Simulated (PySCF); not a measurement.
Ionisation energy of Sb by level of theory

Sb [Kr] 4d10 5s2 5p3 [5p1/2^2 5p3/2^1, M_J = 3/2] → Sb+ [Kr] 4d10 5s2 5p2 [5p1/2^2, M_J = 0], as a difference of total energies. All numbers are calculated (PySCF 2.14, the two-component X2C-1e Hamiltonian, in x2c-TZVPall-2c (8s9p5d2f, 74 functions)). Correlated levels: [Ar] 3d10 frozen; the 6 highest virtual spinors dropped. "Screened" scales the spin-orbit matrix elements by Boettger's factors to mimic the two-electron term; Breit and QED terms are absent.

| method | ionisation energy (eV) | error (eV) |
| --- | --- | --- |
| GHF (spin-free) | 8.638 | +0.030 |
| GMP2 (spin-free) | 9.086 | +0.478 |
| GHF (screened spin-orbit) | 8.789 | +0.181 |
| GMP2 (screened spin-orbit) | 8.965 | +0.357 |

Reference: 8.608 eV (measured; NIST Atomic Spectra Database, ionization energies).

The spin-free rows relax to the high-spin LS determinant and lack the spin-orbit shift.

Errors of the correlated levels include the incompleteness of this basis and the frozen core.

The labels give the starting determinants; with spin-orbit coupling the two ends relaxed to ⟨J²⟩ = 3.75, ⟨L²⟩ = 0.06, ⟨S²⟩ = 3.71 and ⟨J²⟩ = 0.00, ⟨L²⟩ = 1.35, ⟨S²⟩ = 1.35.
